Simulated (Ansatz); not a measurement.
Basis-set series for C$_{5}$H$_{13}$In, SMILES `C[CH2][InH][CH](C)C`. Total charge 0; spin multiplicity 1. In: def2 effective core potential. The structure was optimised at the PBE0-D4/def2-TZVP level. It is one conformer, not always the lowest.

```xyz
19

C    -1.772   -1.316   -1.573
C    -0.302   -1.540   -1.903
In    1.143   -0.292   -0.864
C     0.643    1.128    0.724
C    -0.765    0.964    1.279
C     1.687    1.093    1.834
H    -1.983   -1.487   -0.515
H    -2.424   -1.986   -2.145
H    -2.089   -0.294   -1.798
H    -0.116   -1.399   -2.973
H    -0.012   -2.576   -1.696
H     2.823   -0.426   -1.315
H     0.708    2.106    0.230
H    -1.532    1.059    0.506
H    -0.903   -0.012    1.754
H    -0.977    1.721    2.046
H     2.700    1.256    1.458
H     1.685    0.134    2.363
H     1.487    1.866    2.588
```

```json
{"functional": "PBE0-D4", "basis": "def2-TZVPP", "functions": "387", "energy (Eh)": "-388.29369", "HOMO (eV)": "-6.40", "LUMO (eV)": "-1.27"}
{"functional": "PBE0-D4", "basis": "def2-QZVPP", "functions": "757", "energy (Eh)": "-388.30688", "HOMO (eV)": "-6.41", "LUMO (eV)": "-1.28"}
{"functional": "ωB97M-V", "basis": "def2-TZVPP", "functions": "387", "energy (Eh)": "-388.35085", "HOMO (eV)": "-8.53", "LUMO (eV)": "0.09"}
{"functional": "ωB97M-V", "basis": "def2-QZVPP", "functions": "757", "energy (Eh)": "-388.36406", "HOMO (eV)": "-8.53", "LUMO (eV)": "0.04"}
```

**Question.** Give the rows for def2-SVP. (Best estimate.)

**Answer.** Computed: 
| functional | basis | functions | energy (Eh) | HOMO (eV) | LUMO (eV) |
| --- | --- | --- | --- | --- | --- |
| PBE0-D4 | def2-SVP | 161 | -388.07012 | -6.39 | -1.20 |
| ωB97M-V | def2-SVP | 161 | -388.11203 | -8.51 | 0.29 |

Positive LUMOs are unbound and depend on the basis.
